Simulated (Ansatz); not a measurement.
Species: CH$_{4}$FGe, charge 0, doublet. CH4FGe (SMILES [GeH]([CH3])[F], doublet).
B3LYP-D3(BJ)/def2-TZVP minimum from Ansatz (an electronic-structure program):
```xyz
7

Ge     0.2898    -0.2760     0.0517
C     -1.6823    -0.3566     0.0558
F      0.6710     1.3877    -0.4064
H      0.9089    -0.4256     1.4786
H     -2.0121    -1.3261     0.4278
H     -2.0473     0.4347     0.7128
H     -2.0674    -0.2006    -0.9497
```
Charge 0, spin multiplicity 2.

Total energies in cc-pVDZ, 19 correlated electrons, 16 frozen orbitals. Open shells are spin-unrestricted; no spin-orbit coupling. Cores are frozen in correlated methods (noble-gas shells, and filled d and f shells in the p block). No relativity.

| method | program | energy (Eh) | minus CCSDT(Q) (mEh) |
|---|---|---|---|
| HF | Ansatz | -2214.97904 | 457.22 |
| MP2 | Ansatz | -2215.39338 | 42.89 |
| CCSD | Ansatz | -2215.42467 | 11.59 |
| CCSD(T) | Ansatz | -2215.43443 | 1.84 |
| CCSDT(Q) | Ansatz | -2215.43626 | 0.00 |

Rough core times of Ansatz's runs on a shared machine: CCSD(T) under 20 s, CCSDT(Q) 20 min.
